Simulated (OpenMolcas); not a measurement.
**O+: effect of the level shift or regulariser**

```json
{"Program": "OpenMolcas 26.06", "Basis": "ANO-RCC-VTZP [4s3p2d1f]", "Scalar Hamiltonian": "DKH2, point nucleus", "Active space": "5 electrons in 4 orbitals (2s 2p)", "State averaging": "2S+1 = 4 odd, 1 root; 2S+1 = 2 odd, 8 roots; 2S+1 = 4 even, 3 roots; 2S+1 = 2 even, 9 roots", "Spin-orbit coupling": "RASSI with atomic mean-field integrals over the reference wave functions, term energies averaged over their components"}
```

Methods on the same reference wave functions:
A. CASSCF
B. SS-CASPT2, IPEA 0.25 Eh, imaginary shift 0.1 Eh (closed shells correlated: 1s)
C. SS-CASPT2, IPEA 0.25 Eh, real shift 0.2 Eh (closed shells correlated: 1s)

Energies in cm⁻¹ above 2s² 2p³ ⁴S°_3/2, the measured ground level; measured values from NIST Handbook of Basic Atomic Spectroscopic Data.

| Level | A | B | C | Measured |
| --- | --- | --- | --- | --- |
| 2s² 2p³ ⁴S°_3/2 | 0.0 | 0.0 | 0.0 | 0.0 |
| 2s² 2p³ ²D°_3/2 | 30465 | 27630 | 27630 | 26831 |
| 2s² 2p³ ²D°_5/2 | 30469 | 27630 | 27640 | 26811 |
| 2s² 2p³ ²P°_3/2 | 41114 | 41080 | 41080 | 40468 |
| 2s² 2p³ ²P°_1/2 | 41117 | 41080 | 41080 | 40470 |
| 2s 2p⁴ ⁴P_5/2 | 121690 | 120530 | 120570 | 119837 |
| 2s 2p⁴ ⁴P_3/2 | 121840 | 120680 | 120720 | 120000 |
| 2s 2p⁴ ⁴P_1/2 | 121929 | 120770 | 120810 | 120083 |
| 2s 2p⁴ ²D_3/2 | 179318 | 168960 | 169060 | 165996 |
| 2s 2p⁴ ²D_5/2 | 179319 | 168960 | 169060 | 165988 |
| 2s 2p⁴ ²S_1/2 | 208928 | 200570 | 200660 | 195710 |
| 2s 2p⁴ ²P_3/2 | 233640 | 220280 | 220340 | 212594 |
| 2s 2p⁴ ²P_1/2 | 233817 | 220460 | 220510 | 212762 |

Deviations, from unrounded energies. A percentage is the sum of absolute deviations over the sum of measured energies, with the sign that they share, or ± where signs differ.

```
                        Against measurement  Levels     A     B     C
             mean absolute deviation (cm-1)      12  8000  2600  2600
other terms of the ground configuration (%)       4  +6.4  +2.1  +2.1
                   other configurations (%)       8  +6.7  +2.2  +2.2
```

B, C lie about equally close to measurement and A furthest from it. The largest miss of B in the table is 2s 2p⁴ ²P_1/2, by +7700 cm-1. The ranking rests on the paired levels alone, and a cruder setting can come out closer through cancelling errors.

Between B and C the level of the table that moves most is 2s 2p⁴ ²D_3/2, by 97 cm-1 (lowest in B, highest in C). Moves below CASPT2's spread within the term are not significant.

The mean deviations of B to C differ by less than CASPT2's widest spread within a term (230 cm-1), so their order carries little weight.

From A to B the spin-free energies of the other terms of 2s² 2p³ shown, above ⁴S°, scale by factors of 0.91 to 1.00.

The lowest spin-free term lies below A's lowest term by 0.109 hartree in B, 0.109 hartree in C.

CASPT2 does not keep the components of a term degenerate, so their means are used; among the terms shown or strongly mixed into the levels shown the widest spread is 230 cm-1 (2s 2p⁴ ²D, B). Without dynamic correlation excited terms often stand tens of per cent too high (terms of higher spin than the ground term too low), and those without a measured partner can miss by more than the paired ones (holds for A). Computed and measured levels are paired by configuration, term and J; levels that our copy of the source lacks, or whose pairing is in doubt (as where it misses far off the trend of its configuration), stay unpaired and out of the deviations. Only configurations of the active space appear.

° marks odd parity.
